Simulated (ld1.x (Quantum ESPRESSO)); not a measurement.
# Configuration tests for Pt (PAW)

- Element: Pt
- Generator: ld1.x (Quantum ESPRESSO) 7.5
- Type: PAW
- Functional: PBEsol
- Relativity: scalar-relativistic
- Frozen core: [Kr] 4d10 4f14
- Valence charge: 18
- Reference configuration: 5s2 5p6 5d9 6s1 6p0
- Partial waves: 5s (bound): rcut 1.50, rcutus 1.60 bohr; 6s (bound): rcut 1.50, rcutus 1.60 bohr; 5p (bound): rcut 1.45, rcutus 1.95 bohr; 6p (bound, empty): rcut 1.45, rcutus 1.95 bohr; 5d (bound): rcut 1.65, rcutus 1.90 bohr; 5d channel at 1.4 Ry: rcut 1.65, rcutus 1.90 bohr; 5f channel at 0.05 Ry: rcut 1.25, rcutus 1.70 bohr; 5f channel at 2.4 Ry: rcut 1.25, rcutus 1.70 bohr
- Local potential: all-electron potential smoothed inside 1.55 bohr (lloc = -2)
- Core correction: Bessel-smoothed model core inside 0.85 bohr
- Augmentation charge: PSQ, inside the norm-conserving radii

Energies are relative to the spin-unpolarised reference configuration 5s2 5p6 5d9 6s1 6p0; without spin polarisation the order of configurations can differ from experiment. The frozen-core shift is the all-electron ΔE with the core orbitals held at their reference shape minus the fully relaxed ΔE.

```csv
valence configuration,charge,ΔE all-electron (eV),error AE − PS (meV),frozen-core shift (meV)
5s2 5p6 5d9 6s0 6p0,+1,9.225,-3.3,+3.9
5s2 5p6 5d8 6s0 6p0,+2,29.222,-6.1,+3.9
5s2 5p6 5d7 6s0 6p0,+3,61.470,-19,+12
5s2 5p6 5d9.5 6s0.5 6p0,0,-0.118,-1.9,+3.0
5s2 5p6 5d6 6s0 6p0,+4,107.153,-53,+39
```

(1) What are ΔE and the potential's error for 5s2 5p6 5d8 6s2 6p0?

(2) What are ΔE and the potential's error for 5s2 5p6 5d8 6s1 6p0?

Results:

(1) ΔE = 0.988 eV all-electron; the error (AE − PS) is +3.5 meV.

(2) ΔE = 11.201 eV all-electron; the error (AE − PS) is -0.2 meV.

A variational frozen-core shift is positive and of second order in the change. This column holds negative values, so the frozen-core run of ld1.x carries numerical noise or an error of first order here, and the column gives no more than the rough size of the effect.
